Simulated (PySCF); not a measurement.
C2H5ClO2Si, SMILES C=C(Cl)[SiH](O)O.

Coordinates come from a PBE-D3(BJ)/def2-SVP optimisation. This is a generated structure with no PubChem entry under its InChIKey; it may be hypothetical. One conformer was computed; it need not be the lowest.

Calculation: PBE-D3(BJ)/def2-SVP run with PySCF.

Frequencies are harmonic and unscaled.

```tsv
mode	ν (cm⁻¹)	IR (km/mol)	moving atoms (share of kinetic energy)
1	52	4.6	O 43 %, C 21 %, Cl 20 %, H 13 %
2	103	36.2	H 51 %, O 22 %, Cl 12 %, C 12 %
3	147	91.7	H 47 %, O 35 %, Cl 14 %
4	151	39.7	H 75 %, O 18 %
5	186	3.9	C 33 %, O 29 %, H 18 %, Si 15 %
6	261	24.5	O 30 %, H 24 %, Cl 20 %, C 13 %, Si 13 %
7	323	22.8	O 48 %, H 18 %, Si 18 %, C 13 %
8	336	8.3	H 29 %, C 27 %, Si 18 %, Cl 16 %, O 10 %
9	443	34.6	C 59 %, O 13 %, Si 13 %, H 11 %
10	550	45.5	C 44 %, Si 23 %, Cl 21 %, H 10 %
11	698	10.0	H 93 %
12	737	127.1	H 82 %, C 11 %
13	754	158.1	H 63 %, C 16 %, O 12 %
14	768	76.6	H 67 %, C 21 %
15	789	45.6	H 47 %, O 47 %
16	829	60.1	H 48 %, O 41 %, Si 10 %
17	889	37.0	H 73 %, C 27 %
18	898	189.8	H 56 %, Si 27 %, O 15 %
19	946	125.9	Si 42 %, H 32 %, O 26 %
20	1068	33.2	C 56 %, H 39 %
21	1328	18.9	H 88 %, C 12 %
22	1621	19.3	C 91 %, H 8 %
23	2160	151.1	H 97 %
24	3072	2.0	H 95 %
25	3179	0.6	H 89 %, C 11 %
26	3772	90.7	H 94 %
27	3774	84.4	H 94 %
```
